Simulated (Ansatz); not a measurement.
A made-up structure of H₂TeSO, singlet:

```xyz
5
angstrom
S -0.3790 -0.0500 0.9344
O -1.3106 -0.9749 -0.0612
Te 1.6014 -0.0075 0.7093
H -1.4177 -0.3446 -0.7908
H 1.5479 1.1297 -0.5053
```

It is relaxed with PBE-D4/def2-SVP and then PBE0-D4/def2-TZVP (Ansatz 0.2.0). Atoms count as bonded within 1.22 times the sum of their covalent radii (H–H: 0.88 Å). The end point is not checked to be a true minimum.

Problem. Does its bonding change? (Judge from chemistry; the calculation decides.)

Solution. Computed: No: no bond forms or breaks.

Where it ends: The first stage lowers the energy by 2.20 eV in 8 steps. It ends as H₂TeSO ([OH][S][TeH]):
```
atom    x (Å)    y (Å)    z (Å)
  S1  -0.5880   0.0040   1.0557
  O2  -1.3237  -0.9880  -0.0485
 Te3   1.7214  -0.0502   0.5793
  H4  -1.5048  -0.4674  -0.8396
  H5   1.7372   1.2543  -0.4606
```

Labels in which every atom is bracketed show which atoms are joined, not bond orders.

For scale, one of the runs: PBE0-D4/def2-TZVP relaxation, 130 basis functions, launched by `ansatz run in.yaml --threads 2 --pin off --events-out ev --progress --plain --max-ram 4352MiB`. The run took about 8.5 s on 2 CPU threads of an AMD EPYC 9B45 (shared host).
